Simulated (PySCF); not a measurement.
**CH4Al2F5N**

The system: CH4Al2F5N, a molecule; neutral, singlet. The structure, one conformer, was relaxed in the gas phase by PBE0-D3(BJ)/def2-SVP. No frequency run checks that it is a minimum.

SMILES: C[NH][Al-]1([F])[F+][Al-]([F])([F])[F+]1

```csv
atom,x (Å),y (Å),z (Å)
F1,0.734,-2.059,-3.206
Al2,0.894,-1.130,-1.857
F3,2.340,-0.554,-1.310
F4,-0.329,0.182,-1.754
Al5,-1.237,-0.350,-0.238
F6,-2.745,-0.868,-0.677
N7,-0.865,0.646,1.155
C8,0.437,1.131,1.564
F9,-0.052,-1.747,-0.459
H10,-1.609,0.943,1.776
H11,0.495,2.234,1.577
H12,1.218,0.785,0.868
H13,0.729,0.771,2.567
```

Shieldings: GIAO PBE0/pcSseg-1. Shifts are against computed references at the same level: C TMS (σ 184.4 ppm), H TMS (σ 31.27 ppm). Core levels by delta-SCF with SCAN, pcX-2 on the ionised atom and pcseg-1 elsewhere, spin-free X2C (2p3/2 is the spin-free 2p value less a third of a first-order spin-orbit splitting); from the vacuum level, for chosen atoms.

**Question.** Give the shieldings and core levels atom by atom.

**Answer.** 
```tsv
atoms	bonded to	σ (ppm)	δ (ppm)	core level (eV)
F1	1 Al	389.3	-	1s 692.69
Al2	4 F	526.3	-	-
F3	1 Al	394.0	-	-
F4 F9	2 Al	368.4	-	1s 694.65
Al5	3 F + 1 N	497.7	-	2p3/2 82.51
F6	1 Al	384.1	-	1s 692.21
N7	1 Al + 1 C + 1 H	261.3	-	1s 404.84
C8	1 N + 3 H	153.4	31.0	-
H10	1 N	31.44	-0.17	-
H11 H12 H13	1 C	28.59	2.68	-
```

Values are those of this one static structure, with the three H of a rotating XH3 group averaged; atoms that internal rotation interchanges would show their mean in an NMR spectrum.

**Question.** By CAM-B3LYP/def2-SVPD (TDDFT singlets, Tamm-Dancoff triplets, ionisation by delta-SCF), where does absorption start, and what does vertical ionisation take?

**Answer.** The lowest singlet lies at 5.60 eV (f 0.024), the strongest of the first 6 at 7.60 eV (f 0.101), the lowest triplet at 5.28 eV; vertical ionisation takes 9.73 eV.
